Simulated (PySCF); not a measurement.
Ge(H)2(Cl)(Et) (C2H7ClGe), SMILES C[CH2][GeH2][Cl].

Coordinates come from a PBE0-D3(BJ)/def2-SVP optimisation. The values are those of a single conformer.

Method: PBE0-D3(BJ)/def2-SVP in PySCF.

Frequencies are harmonic and unscaled.

Computed normal modes with their intensities:
```csv
mode,ν (cm⁻¹),IR (km/mol),moving atoms (share of kinetic energy)
1,71,0.5,"H 36 %, C 36 %, Cl 20 %, Ge 8 %"
2,134,1.8,"H 37 %, C 28 %, Cl 26 %, Ge 9 %"
3,222,0.3,"H 68 %, C 27 %"
4,267,1.2,"H 53 %, C 32 %, Ge 12 %"
5,416,46.3,"Cl 68 %, Ge 31 %"
6,481,21.3,"H 76 %, Ge 12 %, C 11 %"
7,590,13.6,"C 52 %, H 35 %, Ge 12 %"
8,644,2.0,H 92 %
9,701,31.9,"H 84 %, C 13 %"
10,784,132.0,H 93 %
11,872,84.5,H 98 %
12,973,8.9,"H 84 %, C 16 %"
13,988,7.4,"H 80 %, C 19 %"
14,1071,10.6,"C 68 %, H 32 %"
15,1244,3.0,"H 72 %, C 28 %"
16,1252,1.1,"H 70 %, C 30 %"
17,1394,2.7,"H 81 %, C 19 %"
18,1430,4.2,"H 89 %, C 11 %"
19,1472,6.9,H 97 %
20,1476,7.3,H 97 %
21,2159,98.0,H 99 %
22,2167,131.0,H 98 %
23,3053,25.6,H 97 %
24,3066,7.6,H 94 %
25,3126,0.9,"H 91 %, C 9 %"
26,3144,15.3,"H 91 %, C 9 %"
27,3154,10.7,"H 90 %, C 10 %"
```
